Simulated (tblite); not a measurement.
Species: C₈H₆.
Atom-mapped SMILES: `[CH:1]#[C:2][C@@:3]12[C@@H:4]3[C@H:5]4[C@@H:6]3[C@@H:7]1[C@@H:8]24` (hydrogens: H9 on C1; H10 on C4; H11 on C5; H12 on C6; H13 on C7; H14 on C8)

Computed with GFN2-xTB (tblite), gas phase: L-BFGS steps from a force-field or distance-geometry start until the largest atomic force falls under 0.01 eV/Å.

Step 19: E = -543.8538 eV
```
atom  x, y, z in Å  |  force x, y, z in eV/Å
C1      1.1449   -1.9556   -2.1672   -0.007   0.008   0.007
C2      0.6860   -1.2103   -1.3452    0.019   0.007   0.016
C3      0.1762   -0.3336   -0.3727    0.003  -0.006  -0.004
C4     -1.2679    0.0719    0.0107    0.002   0.012   0.007
C5     -0.7724    1.4262    0.4403   -0.016   0.007   0.002
C6     -0.8271    0.2947    1.4316   -0.011   0.017   0.011
C7      0.6135   -0.0949    1.0621   -0.003  -0.051  -0.015
C8      0.6676    1.0318    0.0735   -0.005   0.004  -0.032
H9      1.5436   -2.6051   -2.8860   -0.007  -0.023  -0.027
H10    -2.2186   -0.2316   -0.3888    0.032  -0.001   0.003
H11    -1.2669    2.3795    0.4391   -0.014   0.010  -0.005
H12    -1.3721    0.1985    2.3515   -0.020  -0.011   0.018
H13     1.3938   -0.5774    1.6209    0.010   0.014   0.009
H14     1.4987    1.6053   -0.2921    0.019   0.012   0.009
```

Step 20: E = -543.8541 eV
```
atom  x, y, z in Å  |  force x, y, z in eV/Å
C1      1.1407   -1.9566   -2.1682   -0.005   0.011   0.008
C2      0.6889   -1.2090   -1.3443    0.027  -0.002   0.010
C3      0.1808   -0.3324   -0.3713   -0.010  -0.009   0.001
C4     -1.2643    0.0701    0.0095   -0.012   0.025   0.009
C5     -0.7728    1.4257    0.4393   -0.013   0.005   0.013
C6     -0.8275    0.2941    1.4311   -0.004   0.024   0.013
C7      0.6148   -0.0930    1.0645   -0.008  -0.052  -0.019
C8      0.6689    1.0335    0.0756   -0.010   0.009  -0.031
H9      1.5351   -2.6068   -2.8887   -0.006  -0.023  -0.027
H10    -2.2134   -0.2346   -0.3921    0.020  -0.007  -0.002
H11    -1.2698    2.3781    0.4382   -0.005  -0.002  -0.009
H12    -1.3748    0.1984    2.3502   -0.012  -0.013   0.008
H13     1.3939   -0.5763    1.6242    0.014   0.019   0.012
H14     1.4990    1.6082   -0.2902    0.025   0.015   0.013
```

**Question.** Estimate the geometry and energy of step 21. (The exact step hangs on the optimiser's Hessian estimate; all steps are aligned on step 20, rigid shifts and turns removed.)

**Answer.** E = -543.8543 eV, largest force 0.037 eV/Å
```
atom  x, y, z in Å  |  force x, y, z in eV/Å
C1      1.1366   -1.9576   -2.1693    0.000   0.008   0.003
C2      0.6923   -1.2077   -1.3433    0.029  -0.013   0.002
C3      0.1852   -0.3314   -0.3699   -0.020  -0.009   0.003
C4     -1.2609    0.0687    0.0084   -0.022   0.029   0.009
C5     -0.7734    1.4254    0.4386   -0.002   0.005   0.021
C6     -0.8280    0.2938    1.4309    0.006   0.022   0.011
C7      0.6158   -0.0919    1.0666   -0.010  -0.031  -0.017
C8      0.6700    1.0354    0.0773   -0.010   0.007  -0.017
H9      1.5263   -2.6089   -2.8918   -0.008  -0.016  -0.018
H10    -2.2077   -0.2379   -0.3956    0.000  -0.012  -0.008
H11    -1.2730    2.3769    0.4371    0.004  -0.012  -0.012
H12    -1.3777    0.1980    2.3490   -0.001  -0.015  -0.006
H13     1.3942   -0.5747    1.6278    0.014   0.025   0.010
H14     1.4996    1.6114   -0.2880    0.022   0.012   0.019
```

The energy changes by -0.0002 eV. The first-order estimate −F·Δx gives -0.0004 eV and the mean of the old and new forces, exact on a quadratic surface, -0.0003 eV. The step makes an angle of 79° with the force vector and moves no atom by more than 0.010 Å.

What follows is the cost of the whole relaxation. Hardware: an Arm Neoverse N1 with one thread, shared host with 64 logical CPUs at a one-minute load of 55. Cost: 0.24 s of wall time.
